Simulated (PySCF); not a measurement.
H₄P (SMILES [PH4+]), charge +1, singlet, at a GFN2-xTB geometry. Base run: PySCF with HF/def2-SVP.

Here is a job for PySCF.
```python
from pyscf import gto, scf

mol = gto.M(
    atom='''
P    -0.00000000   -0.00000000   -0.00000000
H    -0.00987336    1.28259337   -0.49515063
H     1.12686123   -0.65279636   -0.44086058
H    -1.11826107   -0.66909633   -0.43831456
H     0.00127320    0.03929932    1.37432577
''',
    basis='def2-svp',
    charge=1,
    verbose=3,
)

mf = scf.RHF(mol)
mf.kernel()
```

The base run was repeated with changes; each row names its change, and settings that it needs were set with it.

```json
[
 {"change": "base", "ΔE vs base (mEh)": "0.000", "fitting functions": "-"},
 {"change": "auxbasis = cc-pvqz-jkfit", "ΔE vs base (mEh)": "0.007", "fitting functions": "352"},
 {"change": "auxbasis = cc-pvdz-jkfit", "ΔE vs base (mEh)": "-0.014", "fitting functions": "204"},
 {"change": "auxbasis = def2-universal-jfit", "ΔE vs base (mEh)": "2222.6", "fitting functions": "95"},
 {"change": "auxbasis = cc-pvtz-ri", "ΔE vs base (mEh)": "2.430", "fitting functions": "242"},
 {"change": "auxbasis = even-tempered beta=2.0", "ΔE vs base (mEh)": "0.002", "fitting functions": "261"},
 {"change": "auxbasis = def2-universal-jkfit", "ΔE vs base (mEh)": "-0.010", "fitting functions": "200"},
 {"change": "auxbasis = default (with mf = mf.density_fit())", "ΔE vs base (mEh)": "-0.010", "fitting functions": "200"},
 {"change": "auxbasis = def2-svp-ri", "ΔE vs base (mEh)": "257.6", "fitting functions": "118"},
 {"change": "auxbasis = autoaux", "ΔE vs base (mEh)": "0.000", "fitting functions": "252"}
]
```

A fitting set is made for a task (jfit for Coulomb, jkfit for Coulomb and exchange, ri for correlation) and for a family of orbital bases.
